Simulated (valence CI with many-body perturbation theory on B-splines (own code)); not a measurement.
**Pt LVII: calculated level list**

Computed by relativistic CI+MBPT: four valence electrons over a frozen Dirac-Fock core [Ar], a basis of 9 s, 9 p, 10 d, 8 f, 5 g, 3 h, 1 i functions for each j, with the one-electron correlation potential Σ1 (screened to all orders), the two-electron term Σ2, the three-electron term Σ3, Breit, model QED; selected single and double excitations, second order for the rest (own B-spline code, finite nucleus).

The last digits are not significant, and no measured levels were compared; by estimate large intervals hold to a few tenths of a per cent, small ones and those within an open d or f shell to about a per cent. The list stops below the first excitations out of the core. Only levels of the ground parity were solved; by the run's estimate the other parity begins above the list, which can be wrong where configurations are misplaced.

Levels 1 to 19 of 19, with energies above the lowest level, (3d3/2^4) J=0. "Leading %" is the weight of the configuration and term that name the level; weights of strongly mixed levels are sums over their largest components and can fall short. In the jj column 3d3/2^4 stands for four electrons in 3d with j = 3/2.

```csv
No.,Configuration,Term,J,E (cm⁻¹),Leading %,Leading jj,g
1,3d4,3P,0,0,61,3d3/2^4 (99 %),
2,3d4,5D,1,679060,55,3d3/2^3 3d5/2 (99 %),1.488
3,3d4,3F,4,779590,28,3d3/2^3 3d5/2 (99 %),1.054
4,3d4,5D,2,812080,29,3d3/2^3 3d5/2 (97 %),1.181
5,3d4,3F,3,839980,31,3d3/2^3 3d5/2 (98 %),1.101
6,3d4,5D,0,1432500,68,3d3/2^2 3d5/2^2 (99 %),
7,3d4,5D,2,1433500,56,3d3/2^2 3d5/2^2 (98 %),1.299
8,3d4,3H,4,1455700,40,3d3/2^2 3d5/2^2 (99 %),1.134
9,3d4,5D,3,1474200,49,3d3/2^2 3d5/2^2 (97 %),1.181
10,3d4,3H,5,1502500,66,3d3/2^2 3d5/2^2 (100 %),1.077
11,3d4,1I,6,1525700,55,3d3/2^2 3d5/2^2 (100 %),1.062
12,3d4,3D,1,1552600,44,3d3/2^2 3d5/2^2 (98 %),1.048
13,3d4,3F,3,1574600,45,3d3/2^2 3d5/2^2 (99 %),1.051
14,3d4,3G,4,1579200,53,3d3/2^2 3d5/2^2 (99 %),1.026
15,3d4,3F,2,1597400,33,3d3/2^2 3d5/2^2 (98 %),1.070
16,3d4,3F,2,1707600,53,3d3/2^2 3d5/2^2 (98 %),0.960
17,3d4,3F,4,1753700,65,3d3/2^2 3d5/2^2 (99 %),1.171
18,3d4,1D,2,1867400,46,3d3/2^2 3d5/2^2 (97 %),1.106
19,3d4,3P,0,2013700,50,3d3/2^2 3d5/2^2 (92 %),
```

The ionisation energy to 3d3 4F_3/2 of the next ion comes out as 5655.3 eV (NIST: 5654 ± 5 eV (theoretical)). All 19 levels together are meant to be complete up to 2085600 cm⁻¹.
